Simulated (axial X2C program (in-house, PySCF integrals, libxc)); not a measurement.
# Potential curves of TiCl⁺, with spin–orbit coupling

Calculated with an in-house all-electron X2C program for linear molecules (integrals from PySCF). Two-component (2c) means X2C with spin–orbit coupling and atomic mean-field two-electron Coulomb and Gaunt terms. Basis: Ti dyall-cv3z [10s10p6d4f2g], Cl dyall-av3z [9s8p3d2f] (cores contracted in-house); Gaussian nuclei, density fitting, unrestricted open shells. Masses: Ti 47.948 u, Cl 34.969 u.

State: Ω = 1 (⟨Sz⟩ = -1.00, ⟨Lz⟩ = 2.00 at PBE0). Energies in eV from the lowest point of each curve. Fits are polynomials in 1 − R0/R over 0.85 to 1.23 times the lowest point R0.

```
 R (Å)    PBE0     MP2      HF
1.8635  0.9831  1.3190  1.7317
1.9492  0.4040  0.6448  0.9164
2.0135  0.1577  0.3254  0.5094
2.0777  0.0324  0.1276  0.2395
2.1420  0.0000  0.0250  0.0785
2.2170  0.0508  0.0000  0.0000
2.2919  0.1716  0.0534  0.0127
2.3883  0.3985  0.2072  0.1284
2.5061  0.7441  0.4837  0.3744
2.6775  1.3101  0.9846  0.8517
```

Correlated methods: 10 electrons correlated (number of frozen shells: Ti 3 s, 2 p; Cl 2 s, 1 p), 280 virtual spin orbitals or spinors in MP2.

Occupations by symmetry block were frozen at the best pattern of an incomplete PBE0 search. Density functionals use the spin component along the axis (collinear). Other states lie close and PBE0, whose exact exchange favours high spin, may order them wrongly; the determinant shown need not be the ground state. The nearest other 2c determinant of the search, Ω = 3, lies 0.03 eV up at the distance of the search. The functionals have no current-density term, which raises determinants with orbital currents, atoms included. With several unpaired electrons one determinant need not be a pure state. The outer-core s and p shells of the metal are frozen in the correlated rows, which leaves out core–valence correlation; for alkali and alkaline-earth bonds that tends to lengthen them. MP2 and coupled cluster on one determinant become unreliable at the stretched end.

Problem. Fit the PBE0 curve near its minimum: give the equilibrium distance and the harmonic wavenumber.

Solution. At PBE0, 2c: Re = 2.136 Å, ωe ≈ 486 cm⁻¹; Be follows as 0.183 cm⁻¹.

Problem. What are Re and ωe at the MP2 level?

Solution. At MP2, 2c: Re = 2.200 Å, ωe ≈ 446 cm⁻¹; Be follows as 0.172 cm⁻¹.

Problem. Fit the HF curve near its minimum: give the equilibrium distance and the harmonic wavenumber.

Solution. At HF, 2c: Re = 2.242 Å, ωe ≈ 446 cm⁻¹; Be follows as 0.166 cm⁻¹.
